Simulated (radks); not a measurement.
The nuclear charge of neutral tin is varied continuously with 50 electrons held in [Kr] 4d10 5s2 5p2. Method: scalar-relativistic Kohn-Sham, BLYP, spin-polarised, spherical densities, point nucleus; open shells are filled with parallel spins first (spin-orbit coupling, left out, can overturn this in heavy ions); computed with a radial shooting solver on a logarithmic mesh with Libxc functionals. By the Hellmann-Feynman theorem dE/dZ = E(electron-nucleus)/Z, the electronic potential at the nucleus. The scalar-relativistic energy here is not variational (the density holds large components alone), so the two differ by a part that grows with Z.

Z     E (hartree)  E(electron-nucleus)/Z (hartree)  HOMO  e(HOMO) (eV)  <r> HOMO (bohr)
49.8  -6118.05929                         -297.116    5p        -2.514            3.397
50    -6177.84762                         -298.778    5p        -3.907            3.216
50.2  -6237.97108                         -300.438    5p        -5.413            3.068
50.4  -6298.42953                         -302.098    5p        -7.019            2.944
50.6  -6359.22287                         -303.757    5p        -8.719            2.836
50.8  -6420.35109                         -305.417    5p       -10.504            2.742
51    -6481.81423                         -307.076    5p       -12.371            2.657

The central difference of E at Z = 50 is -299.779 hartree, to compare with the third column; the second derivative is -8.38 hartree.
